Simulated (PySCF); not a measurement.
Computed shifts of a molecule C₅H₉N, B3LYP/pcSseg-1 in PySCF, GIAO, gas phase, equivalent atoms averaged, in ppm (number of nuclei): ¹³C: 155.9 (1), 112.4 (1), 69.4 (2), 47.9 (1). ¹⁵N: 39.1 (1). ¹H: 5.31 (2), 4.29 (2), 3.60 (2), 2.50 (3). References: ¹³C against TMS (σ = 181.3 ppm); ¹⁵N against NH3 (σ = 265.5 ppm); ¹H against TMS (σ = 31.68 ppm), references at their B3LYP-D3(BJ)/def2-TZVP geometries, non-relativistic. Geometry optimised at B3LYP-D3(BJ)/def2-SVP. One conformer was computed; it need not be the lowest.

Task: Which structure fits?
A. C=C=CNCC
B. C=C1CN(C)C1
C. C=C1CCNC1
D. CCN1C=CC1

Result: B, C=C1CN(C)C1
